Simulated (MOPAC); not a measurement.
MOPAC input (MNDO):

```
MNDO 1SCF GEO-OK AUX(PRECISION=9) THREADS=1
C2H7BO

C     1.11772400 1   -1.07518800 1    0.00034100 1
B     0.03322900 1    0.06193400 1   -0.02269900 1
C    -1.46533500 1   -0.20332100 1    0.39471800 1
O     0.44573400 1    1.30095600 1   -0.42675800 1
H     0.74291100 1   -2.00380600 1   -0.43912600 1
H     2.04143500 1   -0.79257800 1   -0.50609000 1
H     1.36858800 1   -1.31852800 1    1.03946300 1
H    -1.52808400 1   -0.79355700 1    1.31291100 1
H    -2.06396700 1    0.70166000 1    0.53180500 1
H    -1.95604800 1   -0.80473200 1   -0.37907000 1
H    -0.25118900 1    1.96528400 1   -0.40268500 1
```

Output:

```
 *******************************************************************************
 **                                                                           **
 **                              MOPAC v23.2.5                                **
 **                                                                           **
 *******************************************************************************
 ** MOPAC's Digital Object Identifier: https://doi.org/10.5281/zenodo.6511958 **
 **                                                                           **
 ** Please cite the open-source release paper for use of this MOPAC version:  **
 ** J. E. Moussa and J. J. P. Stewart (2026)                                  **
 ** MOPAC: An open-source semiempirical molecular orbital program             **
 ** J. Open Source Softw., 11(119), 8025, https://doi.org/10.21105/joss.08025 **
 *******************************************************************************

                              MNDO CALCULATION RESULTS

 *******************************************************************************
 *  MNDO       - The MNDO Hamiltonian to be used
 *  GEO-OK     - OVERRIDE INTERATOMIC DISTANCE AND OTHER SAFETY CHECKS
 *  1SCF       - DO 1 SCF AND THEN STOP
 *  AUX        - OUTPUT AUXILIARY INFORMATION
 *******************************************************************************
MNDO 1SCF GEO-OK AUX(PRECISION=9) THREADS=1
 C2H7BO

   ATOM   CHEMICAL          X               Y               Z
  NUMBER   SYMBOL      (ANGSTROMS)     (ANGSTROMS)     (ANGSTROMS)

     1       C          1.11772400  *  -1.07518800  *   0.00034100  *
     2       B          0.03322900  *   0.06193400  *  -0.02269900  *
     3       C         -1.46533500  *  -0.20332100  *   0.39471800  *
     4       O          0.44573400  *   1.30095600  *  -0.42675800  *
     5       H          0.74291100  *  -2.00380600  *  -0.43912600  *
     6       H          2.04143500  *  -0.79257800  *  -0.50609000  *
     7       H          1.36858800  *  -1.31852800  *   1.03946300  *
     8       H         -1.52808400  *  -0.79355700  *   1.31291100  *
     9       H         -2.06396700  *   0.70166000  *   0.53180500  *
    10       H         -1.95604800  *  -0.80473200  *  -0.37907000  *
    11       H         -0.25118900  *   1.96528400  *  -0.40268500  *

          CARTESIAN COORDINATES

    NO.       ATOM           X           Y           Z

     1         C          1.1177     -1.0752      0.0003
     2         B          0.0332      0.0619     -0.0227
     3         C         -1.4653     -0.2033      0.3947
     4         O          0.4457      1.3010     -0.4268
     5         H          0.7429     -2.0038     -0.4391
     6         H          2.0414     -0.7926     -0.5061
     7         H          1.3686     -1.3185      1.0395
     8         H         -1.5281     -0.7936      1.3129
     9         H         -2.0640      0.7017      0.5318
    10         H         -1.9560     -0.8047     -0.3791
    11         H         -0.2512      1.9653     -0.4027

  H: (MNDO): M.J.S. DEWAR, W. THIEL, J. AM. CHEM. SOC., 99, 4899, (1977)
  B: (MNDO): M.J.S. DEWAR, M.L. MCKEE, J. AM. CHEM. SOC., 99, 5231, (1977)
  C: (MNDO): M.J.S. DEWAR, W. THIEL, J. AM. CHEM. SOC., 99, 4899, (1977)
  O: (MNDO): M.J.S. DEWAR, W. THIEL, J. AM. CHEM. SOC., 99, 4899, (1977)

           Empirical Formula: C2 H7 O B  =    11 atoms

      MOLECULAR POINT GROUP   :   C1

      RHF CALCULATION, NO. OF DOUBLY OCCUPIED LEVELS = 12

 -------------------------------------------------------------------------------
 MNDO 1SCF GEO-OK AUX(PRECISION=9) THREADS=1
 C2H7BO

     1SCF WAS SPECIFIED, SO BFGS WAS NOT USED
     SCF FIELD WAS ACHIEVED

                              MNDO CALCULATION
                                                       MOPAC v23.2.5 Linux

          FINAL HEAT OF FORMATION =       -107.40224 KCAL/MOL =    -449.37096 KJ/MOL

          COSMO AREA              =        106.32 SQUARE ANGSTROMS
          COSMO VOLUME            =         90.36 CUBIC ANGSTROMS

          IONIZATION POTENTIAL    =         11.598740 EV
          HOMO LUMO ENERGIES (EV) =        -11.599  1.551
          NO. OF FILLED LEVELS    =         12
          MOLECULAR WEIGHT        =         57.8867         POINT GROUP:  C1

          MOLECULAR DIMENSIONS (Angstroms)

            Atom       Atom       Distance
            H     9    H     6     4.49047
            H    11    H     5     3.42556
            H     7    H    10     2.21481

          SCF CALCULATIONS        =          1

   ATOM   CHEMICAL          X               Y               Z
  NUMBER   SYMBOL      (ANGSTROMS)     (ANGSTROMS)     (ANGSTROMS)

     1       C          1.11772400  *  -1.07518800  *   0.00034100  *
     2       B          0.03322900  *   0.06193400  *  -0.02269900  *
     3       C         -1.46533500  *  -0.20332100  *   0.39471800  *
     4       O          0.44573400  *   1.30095600  *  -0.42675800  *
     5       H          0.74291100  *  -2.00380600  *  -0.43912600  *
     6       H          2.04143500  *  -0.79257800  *  -0.50609000  *
     7       H          1.36858800  *  -1.31852800  *   1.03946300  *
     8       H         -1.52808400  *  -0.79355700  *   1.31291100  *
     9       H         -2.06396700  *   0.70166000  *   0.53180500  *
    10       H         -1.95604800  *  -0.80473200  *  -0.37907000  *
    11       H         -0.25118900  *   1.96528400  *  -0.40268500  *

                             CARTESIAN COORDINATES

   1    C        1.117724000    -1.075188000     0.000341000
   2    B        0.033229000     0.061934000    -0.022699000
   3    C       -1.465335000    -0.203321000     0.394718000
   4    O        0.445734000     1.300956000    -0.426758000
   5    H        0.742911000    -2.003806000    -0.439126000
   6    H        2.041435000    -0.792578000    -0.506090000
   7    H        1.368588000    -1.318528000     1.039463000
   8    H       -1.528084000    -0.793557000     1.312911000
   9    H       -2.063967000     0.701660000     0.531805000
  10    H       -1.956048000    -0.804732000    -0.379070000
  11    H       -0.251189000     1.965284000    -0.402685000

           Empirical Formula: C2 H7 O B  =    11 atoms

      MOLECULAR POINT GROUP   :   C1

                  EIGENVALUES
 -41.72890 -32.57024 -30.34940 -20.47460 -16.52047 -15.10506 -14.96998 -13.61518
 -13.53694 -13.16456 -12.92037 -11.59874   1.55094   2.71382   4.08828   4.32022
   4.37540   4.80690   4.90594   5.54066   5.87055   7.10317   7.83949

              NET ATOMIC CHARGES AND DIPOLE CONTRIBUTIONS

  ATOM NO.   TYPE          CHARGE      No. of ELECS.   s-Pop       p-Pop
    1          C           0.023184        3.9768     1.20273     2.77409
    2          B          -0.001171        3.0012     1.19145     1.80972
    3          C          -0.007992        4.0080     1.20888     2.79911
    4          O          -0.213888        6.2139     1.77506     4.43883
    5          H          -0.000526        1.0005     1.00053
    6          H           0.001546        0.9985     0.99845
    7          H           0.003826        0.9962     0.99617
    8          H           0.007996        0.9920     0.99200
    9          H          -0.015346        1.0153     1.01535
   10          H           0.009060        0.9909     0.99094
   11          H           0.193310        0.8067     0.80669
 DIPOLE           X         Y         Z       TOTAL
 POINT-CHG.    -0.464     0.234     0.061     0.523
 HYBRID        -0.713     0.195     0.140     0.753
 SUM           -1.177     0.429     0.201     1.269

          ATOMIC ORBITAL ELECTRON POPULATIONS

     Atom    s        px        py        pz
    1  C   1.20273   0.93212   0.92817   0.91381
    2  B   1.19145   0.76070   0.68705   0.36197
    3  C   1.20888   0.95709   0.91533   0.92669
    4  O   1.77506   1.48211   1.23518   1.72153
    5  H   1.00053
    6  H   0.99845
    7  H   0.99617
    8  H   0.99200
    9  H   1.01535
   10  H   0.99094
   11  H   0.80669

 **********************
 *                    *
 * JOB ENDED NORMALLY *
 *                    *
 **********************

 == MOPAC DONE ==
```

The geometry given is a B3LYP-D3(BJ)/def2-TZVP minimum.
